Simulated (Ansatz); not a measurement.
`C=C[SiH2][SiH3]` + `OCF` → `FCO[SiH2][SiH3]` + `C=C`  (ligand exchange at the Si–C bond)

Gas-phase electronic energies from Ansatz, PBE0-D4/def2-TZVP geometries. CCSD(T)/CBS adds triple-zeta CCSD(T) − MP2 to the extrapolated MP2 energy (def2 sets, frozen cores). This one scheme is used for every species. DFT in def2-TZVPP. Each species was taken in one conformer, which may not be the lowest.

| level | ΔE (kJ/mol) |
| --- | --- |
| PBE-D4 | -62.5 |
| r2SCAN-D4 | -73.1 |
| PBE0-D4 | -65.5 |
| B2PLYP | -76.6 |
| MP2/def2-TZVPP | -73.5 |
| HF/def2-QZVPP | -88.7 |
| MP2/def2-QZVPP | -74.1 |
| HF/CBS(def2) | -88.9 |

(1) What does CCSD(T)/CBS give? (Best estimate.)

Largest T1 diagnostic among the species: 0.013.

Results:

(1) Ansatz gave: -74.5 kJ/mol. The listed levels differ from it by 12.0, 1.4, 9.0, -2.1, 1.0, -14.2, 0.4, -14.4 kJ/mol.

In def2-TZVPP, CCSD(T) changes the Hartree–Fock value by +13.4 kJ/mol (the triples alone add +2.1 kJ/mol) and MP2 by +14.1 kJ/mol. From PBE to PBE0 (25 % exact exchange), in def2-TZVPP and without D4, ΔE moves by −3.0 kJ/mol.
